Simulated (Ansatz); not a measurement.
Two isomers of CH6OSSi2: A = `SC1O[SiH2][SiH2]1`, B = `[SiH3]OC1[SiH2]S1`.

Gas-phase electronic energies from Ansatz, PBE0-D4/def2-TZVP geometries. CCSD(T)/CBS is the MP2 limit (def2-TZVPP, def2-QZVPP) plus CCSD(T) − MP2 in def2-TZVPP, frozen cores. Functionals use def2-TZVPP. B3LYP here is the variant with VWN-RPA as its local correlation; programs differ in this. Each species was taken in one conformer, which may not be the lowest.

(1) Which isomer does CCSD(T)/CBS put lower? Give the gap. (Best estimate.)

(2) Give E(B) − E(A) in kJ/mol with PBE0-D4, CCSD/def2-TZVPP, HF/def2-TZVPP, MP2/def2-TZVPP, B2PLYP, PBE-D4, B3LYP-D4. (Best estimate.)

Largest T1 diagnostic: 0.014.

Answers

(1) Computed: B, by 41.6 kJ/mol.

(2) Computed: PBE0-D4 -34.3, CCSD/def2-TZVPP -39.7, HF/def2-TZVPP -49.9, MP2/def2-TZVPP -48.9, B2PLYP -45.3, PBE-D4 -32.7, B3LYP-D4 -41.1. None reverses the order clearly.
